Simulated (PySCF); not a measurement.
## Ionisation energy of Pm³⁺ by level of theory

Pm³⁺ [Xe] 4f4 [4f5/2^4, M_J = 4] → Pm⁴⁺ [Xe] 4f3 [4f5/2^3, M_J = 9/2], as a difference of total energies. All numbers are calculated (PySCF 2.14, the two-component X2C-1e Hamiltonian, in x2c-TZVPPall-2c). Correlated levels: [Ar] 3d10 frozen; the 18 highest virtual spinors dropped. "Screened" scales the spin-orbit matrix elements by Boettger's factors to mimic the two-electron term; Breit and QED terms are absent.

```csv
method,ionisation energy (eV)
GHF (spin-free),39.255
GMP2 (spin-free),40.700
GHF (screened spin-orbit),39.139
GMP2 (screened spin-orbit),40.590
```

Task: How much does correlation contribute at GMP2 (screened spin-orbit)?

Result: 40.590 − (39.139) = 1.451 eV, measured against GHF (screened spin-orbit).

The spin-free rows relax to the high-spin LS determinant and lack the spin-orbit shift.

The labels give the starting determinants; with spin-orbit coupling the two ends relaxed to ⟨J²⟩ = 23.35, ⟨L²⟩ = 41.84, ⟨S²⟩ = 5.98 and ⟨J²⟩ = 26.69, ⟨L²⟩ = 41.64, ⟨S²⟩ = 3.70.

The determinant of Pm³⁺ and of Pm⁴⁺ mixes levels of different J (the jj label is only the starting occupation), so the difference between spin-free and spin-orbit rows is not the physical spin-orbit shift.

For comparison: 41.17 ± 0.09 eV (semi-empirical (NIST evaluation); NIST Atomic Spectra Database, ionization energies).
